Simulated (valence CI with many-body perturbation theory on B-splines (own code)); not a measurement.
# Cs24+: magnetic and hyperfine properties of the levels

Computed by valence CI with perturbative core correlation (CI+MBPT): three valence electrons over a frozen Dirac-Fock core [Ar] 3d10, a basis of 11 s, 11 p, 9 d, 7 f, 5 g, 2 h, 1 i functions for each j, with the one-electron correlation potential Σ1 (screened to all orders), the two-electron term Σ2, the three-electron term Σ3, Breit, model QED; selected single and double excitations, second order for the rest (own B-spline code, finite nucleus).

No measured spectrum was set against this ion. As an estimate, levels hold to about 250 cm⁻¹ or 0.2 % of their energy and the worst to 1 %, as in measured heavy ions of charge 2 to 7; those with d or f electrons hold less well.

A/g_I is the dipole constant over the nuclear g factor μ/I (μ in nuclear magnetons, uniformly magnetised nucleus), B/Q the quadrupole constant per barn. Both hold the static response of the core; the bare values leave it out. Large factors of s and p1/2 electrons are usually good to 5 to 10 %; those of open d and f shells near neutrality can be off by tens of per cent, and small factors of p3/2, d and f electrons come from cancelling terms and can be off by a factor of two or in sign, in half-filled shells by more. B is blank for J = 1/2, where it vanishes, and for nearly pure S terms. Energies count from the lowest level.

Names give the largest LS component (configuration and term), which can be under half, so a name can repeat, a term be missing and a line seem to break the LS rules; names also repeat where a configuration has a term twice. Letters in brackets count levels of one name in rising energy.

```
             Level  E (cm⁻¹)      g  A/g_I (MHz)  A/g_I bare  B/Q (MHz/b)  B/Q bare
     4s²4p ²P°_1/2         0  0.663       108000      103000                       
     4s²4p ²P°_3/2    155040  1.332        16900       16000        31800     30200
      4s4p² ⁴P_1/2    416520  2.454       300000      286000                       
      4s4p² ⁴P_3/2    521920  1.698        89400       85400        25900     24600
      4s4p² ⁴P_5/2    558420  1.436        99900       95400         3630      3460
      4s4p² ²D_3/2    618200  0.899        -6580       -6250        32100     30500
      4s4p² ²P_1/2    648670  1.151       -41800      -39800                       
      4s4p² ²D_5/2    704790  1.360        84300       80500        25100     23900
      4s4p² ²S_1/2    803820  1.727       336000      321000                       
      4s4p² ²P_3/2    810770  1.256       -39700      -37900       -21800    -20800
      4s²4d ²D_3/2    924530  0.807         2730        2850         7450      7130
      4s²4d ²D_5/2    952080  1.200         8010        7860         9620      9200
   4p³ ²P°_3/2 [a]   1059000  1.351        13400       13100        27800     26500
       4p³ ⁴S°_3/2   1178300  1.444        -4890       -4350        -1150     -1090
       4p³ ²D°_5/2   1184100  1.193        38200       36600        -5980     -5680
    4s4p4d ⁴F°_3/2   1245200  0.467       -33600      -31900        10500     10000
       4p³ ²P°_1/2   1246900  0.663       103000       98500                       
    4s4p4d ⁴F°_5/2   1271600  1.052        55100       52800         4210      4020
    4s4p4d ⁴F°_7/2   1318000  1.256        60700       58200         1960      1890
    4s4p4d ⁴P°_5/2   1323200  1.444        55800       53600         7340      6990
    4s4p4d ⁴D°_3/2   1327600  1.351        41600       40100         4050      3850
    4s4p4d ⁴D°_1/2   1331500  0.338      -128000     -122000                       
   4p³ ²P°_3/2 [b]   1361900  1.307        15800       15300       -25100    -23900
4s4p4d ²F°_5/2 [a]   1384400  0.957        11700       11300        17400     16600
4s4p4d ²D°_3/2 [a]   1403700  0.941       -30900      -29300         2760      2680
    4s4p4d ⁴F°_9/2   1419800  1.332        47300       45300        38900     37000
    4s4p4d ⁴P°_1/2   1442800  2.368       188000      180000                       
    4s4p4d ⁴D°_5/2   1443700  1.298        57800       55300         1770      1680
    4s4p4d ⁴P°_3/2   1447100  1.495        69500       66600        -7970     -7600
    4s4p4d ⁴D°_7/2   1447500  1.364        54300       52100         5340      5110
4s4p4d ²D°_5/2 [a]   1481300  1.305        70300       67400       -13600    -12900
4s4p4d ²D°_3/2 [b]   1503300  1.030       -18900      -17900       -10900    -10400
4s4p4d ²F°_7/2 [a]   1528500  1.143        -3810       -3480        38500     36700
4s4p4d ²F°_5/2 [b]   1543300  0.896       -19400      -18400        25400     24200
4s4p4d ²F°_7/2 [b]   1547300  1.183        41700       40000        24400     23200
4s4p4d ²P°_1/2 [a]   1565000  0.619       -44800      -42500                       
4s4p4d ²P°_1/2 [b]   1584400  0.668       -25700      -24200                       
4s4p4d ²P°_3/2 [a]   1603000  1.244         -401        75.6        -5780     -5500
4s4p4d ²P°_3/2 [b]   1603700  1.090        82600       78900        -8330     -7920
4s4p4d ²D°_5/2 [b]   1611200  1.156       -24200      -22900       -17300    -16400
```

**Question.** Take the isotope of mass number 133, with I = 7/2, μ = 2.5778 μN and Q = -0.0034 b. What is the hyperfine structure of 4s4p² ⁴P_3/2?

**Answer.** From the table A = 65800 MHz, B = -87.9 MHz. Shifts from the centre of gravity in MHz: F = 2: -444000, F = 3: -247000, F = 4: 16500, F = 5: 345000.
